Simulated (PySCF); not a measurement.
HgI₂, SMILES [Hg]([I])[I].

Geometry: PBE-D3(BJ)/def2-SVP. The isomer is the one that the SMILES or the coordinates give; other isomers of the formula were not compared. The def2 effective core potentials stand for the cores of Hg, I; spin–orbit coupling is left out.

Two levels are set side by side: TDA-PBE/def2-SVPD (PySCF) and TDA-ωB97X/def2-SVPD (PySCF). Vertical, same geometry. The lowest singlet is HOMO→LUMO 100 % with PBE and HOMO−1→LUMO 97 % with the other functional; states are paired by order. Differences are taken from unrounded values.

| quantity | TDA-ωB97X |
|---|---|
| lowest singlet excitation (eV) | 4.02 |
| lowest triplet excitation (TDA) (eV) | 3.60 |
| first bright state (f over 0.05) (eV) | 5.67 |
| its oscillator strength | 0.37 |

### Question
What does TDA-PBE give, and how far is it from TDA-ωB97X? (An estimate is asked for; the answer gives what the named calculation found.)

### Answer

```json
[
 {"quantity": "lowest singlet excitation (eV)", "TDA-PBE": "3.05", "TDA-PBE minus TDA-ωB97X": "-0.97"},
 {"quantity": "lowest triplet excitation (TDA) (eV)", "TDA-PBE": "2.67", "TDA-PBE minus TDA-ωB97X": "-0.93"},
 {"quantity": "first bright state (f over 0.05) (eV)", "TDA-PBE": "5.02", "TDA-PBE minus TDA-ωB97X": "-0.65"},
 {"quantity": "its oscillator strength", "TDA-PBE": "0.10", "TDA-PBE minus TDA-ωB97X": "-0.28"}
]
```

A lower first singlet is the usual sign of a functional without exact exchange. Differences between two approximate levels are no errors against the true value.

Rough cost on one machine, each run with all the roots and properties that it gave: TDA-ωB97X against TDA-PBE about 5 times.
